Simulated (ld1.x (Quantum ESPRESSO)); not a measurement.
**boron: from the effect back to the setting (TM semilocal)**

Base potential:

- Element: boron (B)
- Generator: ld1.x (Quantum ESPRESSO) 7.5
- Type: norm-conserving Troullier–Martins (semilocal form)
- Functional: LDA (PZ)
- Relativity: scalar-relativistic
- Frozen core: [He]
- Valence charge: 3
- Reference configuration: 2s1.75 2p1.25
- Partial waves: 2s (bound): rc 1.10 bohr; 3d channel at 0.25 Ry: rc 2.65 bohr; 2p (bound): rc 2.90 bohr
- Local potential: the p channel
- Core correction: Bessel-smoothed model core inside 1.10 bohr

Cutoffs, loose and tight: the cutoffs (Ry, on a coarse ladder) from which the occupation-weighted sum of valence levels, in a spherical-Bessel basis at the reference potential, stays within 10 and 1 mRy of its value at 400 Ry. They do not see the model core or the augmentation charge, which bear on the density cutoff. Test errors are all-electron minus pseudo excitation energies from the reference, over the configurations 2s2 2p1; 2s2 2p0; 2s1 2p0; 2s2 2p0.5; 2s2 2p1.3; 2s0 2p3; 2s1 2p1 (two spin-polarised tests are not counted in the largest error); variants that change the core or the reference have their own tests.

Only the scale of all radii but the core radius (base = 1) is moved:

```tsv
scale of all radii but the core radius (base = 1)	cutoff, loose	cutoff, tight	bound ghosts	largest test error (meV)	median size of the test errors
0.74	120 Ry	160 Ry	none	+124	7.3 meV
0.92	50 Ry	120 Ry	none	+223	12.9 meV
0.99	21 Ry	70 Ry	none	+262	21.4 meV
1.08	21 Ry	55 Ry	none	+364	32.7 meV
1.17	21 Ry	55 Ry	none	+465	40.4 meV
1.2	21 Ry	55 Ry	none	+504	42.9 meV
1.33	18 Ry	50 Ry	none	+690	52.7 meV
1.37	18 Ry	50 Ry	none	+801	56.6 meV
```

Question: One more run gave cutoff, loose: 90 Ry; cutoff, tight: 180 Ry; bound ghosts: none; largest test error (meV): +154; median size of the test errors: 7.9 meV. Which value of the scale of all radii but the core radius (base = 1) was used?

Answer: 0.82. The median size of the test errors moves one way along this sweep, from 7.3 meV at 0.74 to 56.6 meV at 1.37, which places the run between 0.74 and 0.92.
